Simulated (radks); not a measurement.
Spherical quantum dot in the effective-mass picture: electrons in a parabolic well V = omega^2 r^2 / 2 with omega = 0.121, with a point charge +1 (a donor) at the centre, all in effective atomic units (hartree* = m*/eps^2 hartree, bohr* = eps/m* bohr), one dielectric constant everywhere. Method: non-relativistic Kohn-Sham, PBEsol, spin-polarised, spherical densities; computed with a radial shooting solver with Libxc functionals. Levels are named by radial order and angular momentum (1s, 1p, 1d, 2s, ...), and open shells are averaged over m. Results are scaled to m* = 0.035 and eps = 10.9, for which hartree* = 8.016 meV and bohr* = 16.48 nm.

N = 13, configuration 1s2 1p6 1d(up 3, down 0) 2s2. This is the lowest configuration that the search found. Occupied levels:

| level | occupation | eigenvalue (meV) | <r> (nm) |
|---|---|---|---|
| 1s up | 1 | 14.025 | 64.40 |
| 1s down | 1 | 14.048 | 57.05 |
| 1p up | 3 | 14.484 | 118.1 |
| 2s up | 1 | 14.566 | 94.58 |
| 1p down | 3 | 14.589 | 116.0 |
| 2s down | 1 | 14.647 | 99.59 |
| 1d up | 3 | 14.840 | 128.1 |

Energy (meV): total 100.898, kinetic 11.052, external 12.684, Hartree 92.818, exchange-correlation -15.656.
